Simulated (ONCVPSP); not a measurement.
## Al: variants of one ONCV potential

Base potential:

Al (Z = 13), optimised norm-conserving Vanderbilt (ONCV), made with ONCVPSP 4.0.1 (PBE, non-relativistic). Core [He], reference 2s2 2p6 3s2 3p1. Waves: 2s+3s: rc 1.10 bohr, ncon 3, nbas 7, qcut 8.6 1/bohr, 2 projectors; 2p+3p: rc 1.10 bohr, ncon 4, nbas 7, qcut 14.9 1/bohr, 2 projectors; d scattering state at 0.09 Ha: rc 1.15 bohr, ncon 4, nbas 7, qcut 8.5 1/bohr, 3 projectors, debl 2.2 Ha. Local part: polynomial inside 0.90 bohr (lpopt 3, dvloc0 0 Ha). Core correction: polynomial model core, fcfact 0.2.

All-electron outer shells of the reference configuration (PBE, non-relativistic, ld1.x):

```json
{"shell": "1s", "level (eV)": "-1507.68", "outermost node (bohr)": "–", "outermost maximum (bohr)": "0.08"}
{"shell": "2s", "level (eV)": "-107.72", "outermost node (bohr)": "0.17", "outermost maximum (bohr)": "0.50"}
{"shell": "2p", "level (eV)": "-69.68", "outermost node (bohr)": "–", "outermost maximum (bohr)": "0.43"}
{"shell": "3s", "level (eV)": "-7.73", "outermost node (bohr)": "0.80", "outermost maximum (bohr)": "2.09"}
{"shell": "3p", "level (eV)": "-2.72", "outermost node (bohr)": "0.82", "outermost maximum (bohr)": "2.64"}
```

Cutoffs, loose and tight: the cutoffs (Ha) at which the residual kinetic energy of the hardest occupied pseudo-wave falls to 1 and 0.1 mHa per electron. They do not see the model core or the augmentation charge, which bear on the density cutoff. Test errors are all-electron minus pseudo excitation energies from the reference, over the configurations 2s2 2p6 3s2 3p0; 2s2 2p6 3s1 3p0; 2s2 2p6 3s0 3p0; 2s2 2p6 3s1 3p1. A dash means not determined; rows that change the core or the reference have their own tests. The largest error is taken over the tests solved by every variant that gives reliable tests at all: 2s2 2p6 3s1 3p0; 2s2 2p6 3s1 3p1; 2s2 2p6 3s2 3p0.

```json
{"change": "base", "outcome": "generated", "cutoff, loose": "76 Ha", "cutoff, tight": "87 Ha", "bound ghosts": "none", "GHOST(+) flags above zero": "d", "largest test error (meV)": "-0.5"}
{"change": "s: qcut 5.5", "outcome": "generated", "cutoff, loose": "98 Ha", "cutoff, tight": "158 Ha", "bound ghosts": "none", "GHOST(+) flags above zero": "d", "largest test error (meV)": "+0.3"}
{"change": "s: qcut 6.5", "outcome": "generated", "cutoff, loose": "76 Ha", "cutoff, tight": "106 Ha", "bound ghosts": "none", "GHOST(+) flags above zero": "d", "largest test error (meV)": "+0.3"}
{"change": "s: qcut 7.9", "outcome": "generated", "cutoff, loose": "76 Ha", "cutoff, tight": "87 Ha", "bound ghosts": "none", "GHOST(+) flags above zero": "d", "largest test error (meV)": "-0.4"}
{"change": "s: qcut 9.3", "outcome": "generated", "cutoff, loose": "76 Ha", "cutoff, tight": "87 Ha", "bound ghosts": "none", "GHOST(+) flags above zero": "d", "largest test error (meV)": "-0.5"}
{"change": "s: qcut 10.4", "outcome": "generated", "cutoff, loose": "76 Ha", "cutoff, tight": "87 Ha", "bound ghosts": "none", "GHOST(+) flags above zero": "d", "largest test error (meV)": "-0.5"}
{"change": "s: qcut 11.3", "outcome": "generated", "cutoff, loose": "76 Ha", "cutoff, tight": "87 Ha", "bound ghosts": "none", "GHOST(+) flags above zero": "d", "largest test error (meV)": "-0.5"}
{"change": "s: qcut 12.7", "outcome": "generated", "cutoff, loose": "76 Ha", "cutoff, tight": "87 Ha", "bound ghosts": "none", "GHOST(+) flags above zero": "d", "largest test error (meV)": "-0.5"}
```

Reading the sweep of the qcut of the s channel (base included, trends over the rows without a ghost): The loose cutoff falls from 98 Ha at 5.5 to 76 Ha at 12.7 1/bohr.
